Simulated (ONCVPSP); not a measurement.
# Plane-wave convergence, ONCV potential for Nb

```
Element                 : Nb
Generator               : ONCVPSP 4.0.1
Type                    : optimised norm-conserving Vanderbilt (ONCV)
Functional              : LDA (Perdew-Zunger)
Relativity              : scalar-relativistic
Frozen core             : [Ar] 3d10
Valence charge          : 13
Reference configuration : 4s2 4p6 4d4 5s1
Partial waves           : 4s+5s: rc 1.55 bohr, ncon 3, nbas 7, qcut 6.1 1/bohr, 2 projectors; 4p: rc 1.60 bohr, ncon 4, nbas 7, qcut 10.7 1/bohr, 1 projector; 4d: rc 2.55 bohr, ncon 4, nbas 9, qcut 7.4 1/bohr, 1 projector
Local potential         : polynomial inside 1.25 bohr (lpopt 5, dvloc0 1 Ha)
Core correction         : Teter function, fcfact 3, rcfact 1.35
```

Problem. For each optimised wave give the share of its norm inside rc, the residual kinetic energy above qcut (Ha) and the cutoffs (Ha) for errors of 10, 1, 0.1 and 0.01 mHa per electron.

Solution.

```csv
wave,norm inside rc,residual KE,10 mHa,1 mHa,0.1 mHa,0.01 mHa
4s,0.844,1.7e-04,12.0,15.7,25.5,82.9
5s,0.038,5.7e-05,8.1,13.9,17.7,31.4
4p,0.764,4.2e-08,21.7,31.0,38.4,44.7
4d,0.700,1.5e-09,11.0,14.6,17.8,20.3
```

The occupied waves need 31 Ha and 38 Ha for 1 and 0.1 mHa. 2 of 4 tests not solved or not reliable.
